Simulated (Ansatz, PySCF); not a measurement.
This Ansatz (an electronic-structure program) input computes a SVWN5/def2-TZVPD energy:

Ansatz 0.2 input:
```yaml
crystal:
  periodic: [false, false, false]
  atoms:
    - {symbol: B, position_ang: [-0.02219772, 0.00787577, -0.00697393]}
    - {symbol: F, position_ang: [0.37424511, -1.20144413, -0.35675152]}
    - {symbol: F, position_ang: [0.75011071, 0.80252183, 0.70999415]}
    - {symbol: O, position_ang: [-1.25102673, 0.44386524, -0.39303925]}
basis:
  gaussian:
    orbitals: def2-TZVPD
hamiltonian:
  xc: {name: SVWN5}
magnetization: {spin_polarized: true, initial_magnetization: 1}
output: {forces: true}
```

Question: Write an input for the same energy in PySCF and say what it gives.

Answer: 
```python
from pyscf import gto, scf, dft

mol = gto.M(
    atom='''
    B    -0.02219772    0.00787577   -0.00697393
    F     0.37424511   -1.20144413   -0.35675152
    F     0.75011071    0.80252183    0.70999415
    O    -1.25102673    0.44386524   -0.39303925
    ''',
    basis='def2-tzvpd',
    charge=0,
    spin=1,
    verbose=4,
)

mf = dft.UKS(mol, xc='svwn').density_fit(auxbasis='def2-universal-jkfit')
mf.grids.level = 3
mf.conv_tol = 1e-9
mf.max_cycle = 100
mf.max_memory = 1500
mf.kernel()
if not mf.converged:
    mf = mf.newton()
    mf.kernel(mf.make_rdm1())
for _ in range(2):
    mo, _, stable, _ = mf.stability(return_status=True)
    if stable:
        break
    mf.kernel(mf.make_rdm1(mo, mf.mo_occ))
mf.analyze()
```
It gives -297.90907 Eh, and Ansatz -297.90901 Eh, a difference of 0.06 mEh, from the treatment of integrals and grids.

It need not be the lowest isomer of its formula.
